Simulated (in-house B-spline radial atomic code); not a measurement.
Al²⁺. Computed with a B-spline radial atomic code. Model: all-electron spherical atom, spin shells full or empty, radial basis limit, no spin-orbit coupling, Breit or QED, empty-state partial waves extrapolated as (l+1/2)^-4, RPA, G0W0 and static COHSEX of the highest shell as one setting changes (uncorrelated shells keep exact exchange).

Empty levels are discrete states of a finite basis, so the steps are uneven.

Given: element Al; charge 2; filled core Ne; hamiltonian non-relativistic; mean-field start r2SCAN; highest l of empty states 9; lowest nl shells left uncorrelated 2; highest mean-field shell 3s up; box radius 17.55 bohr.

Shell: 3s 1 0 (electrons up and down).

| highest empty level kept (hartree) | RPA correlation energy (hartree) | G0W0 level (eV) | G0W0 minus most complete (meV) | COHSEX level (eV) | linearised minus solved G0W0 (meV) |
| --- | --- | --- | --- | --- | --- |
| 3 | -0.091366 | -29.019 | 176.2 | -30.252 | 34.7 |
| 6 | ? | ? | ? | ? | ? |
| 10.5 | -0.21251 | -29.13 | 65.2 | -30.481 | 35.7 |
| 18 | -0.26172 | -29.15 | 45.5 | -30.536 | 35.9 |
| 30 | -0.30368 | -29.166 | 29.4 | -30.59 | 36.1 |
| 54 | -0.33366 | -29.18 | 15.8 | -30.636 | 36.3 |
| 90 | -0.35075 | -29.188 | 7.3 | -30.663 | 36.4 |
| 180 | ? | ? | ? | ? | ? |
| 360 | -0.36418 | -29.195 | 0.6 | -30.682 | 36.5 |
| 750 | -0.36518 | -29.195 | 0.1 | -30.684 | 36.5 |
| 1800 | -0.36531 | -29.195 | 0 | -30.684 | 36.5 |
| 6000 | -0.36532 | -29.195 | 0 | -30.684 | 36.5 |

(1) What follows for highest empty level kept = 180?

(2) What follows for highest empty level kept = 6?

## Answers

(1) RPA correlation energy -0.361 hartree; G0W0 level -29.193 eV; G0W0 minus most complete 2.3 meV; COHSEX level -30.677 eV; linearised minus solved G0W0 36.5 meV.

(2) RPA correlation energy -0.15027 hartree; G0W0 level -29.096 eV; G0W0 minus most complete 99.1 meV; COHSEX level -30.402 eV; linearised minus solved G0W0 35.4 meV.
